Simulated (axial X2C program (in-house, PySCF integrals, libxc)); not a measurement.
Potential curves of TiSi⁺, with spin–orbit coupling

Calculated with an in-house relativistic program for diatomic molecules. Two-component (2c) means X2C with spin–orbit coupling and atomic mean-field two-electron Coulomb and Gaunt terms. Basis: Ti dyall-cv3z [10s10p6d4f2g], Si dyall-v3z [8s7p2d1f] (cores contracted in-house); Gaussian nuclei, density fitting, unrestricted open shells. Masses: Ti 47.948 u, Si 27.977 u.

State: Ω = 1/2 (⟨Sz⟩ = 2.50, ⟨Lz⟩ = -2.00 at PBE0). Energies in eV from the lowest point of each curve. Fits are polynomials in 1 − R0/R over 0.85 to 1.23 times the lowest point R0.

```json
{"R (Å)": "2.1089", "PBE0": "0.6053"}
{"R (Å)": "2.2058", "PBE0": "0.2519"}
{"R (Å)": "2.2786", "PBE0": "0.0991"}
{"R (Å)": "2.3513", "PBE0": "0.0207"}
{"R (Å)": "2.4240", "PBE0": "0.0000"}
{"R (Å)": "2.5088", "PBE0": "0.0310"}
{"R (Å)": "2.5937", "PBE0": "0.1057"}
{"R (Å)": "2.7028", "PBE0": "0.2449"}
{"R (Å)": "2.8361", "PBE0": "0.4529"}
{"R (Å)": "3.0300", "PBE0": "0.7727"}
```

The state is one determinant whose occupation by symmetry is held fixed; it was picked as the lowest of a PBE0 search that is not exhaustive. Density functionals use the spin component along the axis (collinear). Other states lie close and PBE0, whose exact exchange favours high spin, may order them wrongly; the determinant shown need not be the ground state. The nearest other 2c determinant of the search, Ω = 9/2, lies 0.03 eV up at the distance of the search. Without a current term, density functionals place determinants with orbital angular momentum somewhat too high. With several unpaired electrons one determinant need not be a pure state.

Problem. What are Re and ωe at the PBE0 level?

Solution. At PBE0, 2c: Re = 2.418 Å, ωe ≈ 362 cm⁻¹; Be follows as 0.163 cm⁻¹.
